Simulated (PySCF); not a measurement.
O2P2, SMILES o1p2op12.

The structure is a stationary point at B3LYP-D3(BJ)/def2-SVP.

Two levels are set side by side: TDDFT-PBE/def2-SVPD (PySCF) and TDDFT-CAM-B3LYP/def2-SVPD (PySCF). Vertical, same geometry. The lowest singlet is HOMO→LUMO+1 100 % with PBE and HOMO→LUMO+1 100 % with the other functional; states are paired by order. Differences are taken from unrounded values.

```csv
quantity,TDDFT-CAM-B3LYP
lowest singlet excitation (eV),2.28
lowest triplet excitation (TDA) (eV),0.45
first bright state (f over 0.05) (eV),2.97
its oscillator strength,0.18
```

Question: What does TDDFT-PBE give, and how far is it from TDDFT-CAM-B3LYP? (An estimate is asked for; the answer gives what the named calculation found.)

Answer: 
```csv
quantity,TDDFT-PBE,TDDFT-PBE minus TDDFT-CAM-B3LYP
lowest singlet excitation (eV),2.19,-0.09
lowest triplet excitation (TDA) (eV),1.05,0.60
first bright state (f over 0.05) (eV),3.20,0.23
its oscillator strength,0.16,-0.02
```

A lower first singlet is the usual sign of a functional without exact exchange. Differences between two approximate levels are no errors against the true value.

Rough cost on one machine, each run with all the roots and properties that it gave: TDDFT-CAM-B3LYP against TDDFT-PBE about 5 times.
